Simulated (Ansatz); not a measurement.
Hg₃H₁₂Se₃, relaxed as a singlet with RKS PBE-D4/def2-SVP in Ansatz, starting from the GFN1-xTB geometry. Force threshold 0.02 eV/Å.

In the def2 sets Hg takes a core potential; there is no spin–orbit coupling. In the singlet geometry the species has come apart into loosely held pieces.

Start:

```xyz
18

Hg    3.0274    0.2418   -1.2658
Hg   -2.5772   -0.4219   -1.9844
Hg   -0.4461    0.1860    3.2544
Se    1.8459    0.3046    1.4201
Se   -2.1748   -0.1629    0.9094
Se    0.3218   -0.1214   -2.3390
H     3.5939   -1.2993   -1.3221
H     3.2711    1.8423   -1.5442
H    -2.7386   -2.0508   -2.1277
H    -3.1042    1.0861   -2.3680
H    -0.3394   -1.3612    3.7965
H    -0.6671    1.7796    3.5869
H     2.7290   -0.5987    2.0932
H     2.5190    1.4543    1.9445
H    -2.9527   -1.2811    1.3506
H    -3.2130    0.7700    1.2280
H     0.5692   -1.2104   -3.2356
H     0.3358    0.8430   -3.3968
```

(1) Estimate the energy that the relaxation releases and the steps that it takes.

(2) Does the start keep its bonding?

(3) Predict the relaxed structure.

## Answers

(1) 1.77 eV, in 6 steps; 18 s on 4 threads of AMD EPYC 9B14 on a shared host. The force fell under the threshold at step 5, but the optimiser went on. No frequencies were taken in this run, so the end may be a saddle point.

(2) Bonds lost: Hg1–Se4, Hg1–Se6, Hg2–Se5, Hg2–Se6, Hg3–Se4, Hg3–Se5 (atoms count from 1). The end holds 6 separate pieces.

(3) 
```
atom   x (Å)   y (Å)   z (Å)
 Hg1   3.657   0.289  -1.527
 Hg2  -3.119  -0.516  -2.402
 Hg3  -0.535   0.223   3.931
 Se4   1.868   0.307   1.438
 Se5  -2.193  -0.161   0.915
 Se6   0.320  -0.121  -2.356
  H7   3.869  -1.364  -1.430
  H8   3.530   1.948  -1.659
  H9  -2.964  -2.175  -2.302
 H10  -3.347   1.130  -2.558
 H11  -0.365  -1.431   4.087
 H12  -0.716   1.881   3.866
 H13   2.795  -0.614   2.140
 H14   2.571   1.489   1.993
 H15  -3.012  -1.307   1.381
 H16  -3.280   0.791   1.248
 H17   0.576  -1.236  -3.301
 H18   0.343   0.865  -3.465
```
Bond lengths (bridged metal pairs left out): 6 × H–Hg 1.67 Å; 6 × H–Se 1.48 Å.
